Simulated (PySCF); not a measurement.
**Assignment exercise: C₆H₆B₂Cl₂**

Numbering as in the mapped SMILES `[Cl:1][B:2]([Cl:3])[C:4]1=[CH:5][CH:6]=[CH:7][BH:8][CH:9]=[CH:10]1`. Each H is labelled by its parent atom.

- shieldings: GIAO PBE0/pcSseg-1
- geometry: PBE0-D3(BJ)/def2-SVP
- run in PySCF
- fast rotation and ring inversion assumed for equivalent nuclei, non-relativistic, a single conformation, in vacuum

Shifts are taken against calculated references (same method and geometry level): $^{13}$C (184.41 ppm), $^{1}$H (31.27 ppm) against TMS.

(1) Assign these signals to the numbered atoms. $^{13}$C{$^{1}$H} NMR (computed): δ 172.5 (CH), 160.9 (CH), 160.3 (CH), 156.9 (CH), 153.7 (CH), 144.7 (C).

(2) Assign these signals to the numbered atoms. $^{1}$H NMR (600 MHz, computed): δ 9.09 (d, 1H), 8.89 (m, 1H), 8.82 (d, 1H), 8.62 (m, 1H), 8.33 (m, 1H), 6.53 (br, 1H).

## Answers

(1) 
172.5 → C7, alkene CH
160.9 → C9, alkene CH: an sp2 carbon of a C=C bond
160.3 → C10, alkene CH
156.9 → C5, alkene CH
153.7 → C6, alkene CH
144.7 → C4, fully substituted alkene carbon: the olefinic region

C9 and C10 lie closer than the usual error of such a calculation, so a measured spectrum could show them in the other order.

(2) 
9.09 → H(C10), hydrogen on an alkene CH
8.89 → H(C7), hydrogen on an alkene CH
8.82 → H(C5), hydrogen on an alkene CH
8.62 → H(C9), hydrogen on an alkene CH
8.33 → H(C6), hydrogen on an alkene CH
6.53 → H(B8), hydrogen on a boron bonded to 2 C, in a 7-membered ring

H(C7) and H(C5) lie closer than the usual error of such a calculation, so a measured spectrum could show them in the other order.

Hydrogens on boron are broadened and split by $^{11}$B (spin 3/2, 80 %) and 10B (spin 3). A carbon bonded to boron is broadened by the quadrupolar boron nucleus and is often missing from a measured spectrum. Shifts are as computed. Against solution values, carbons near 30 ppm lie about +2 ppm off and those near 130 ppm about +5 ppm. Of 1211 compounds with measured shifts, 218 miss one by over three times the rms of a fit or turn the order of signals round; such compounds aren't used in these exercises. No couplings were computed; multiplicities are counted from neighbouring protons, with m where these are inequivalent, close in shift, in a saturated or five-membered ring or joined by F or P, and br s for small geminal =CH2 splittings.
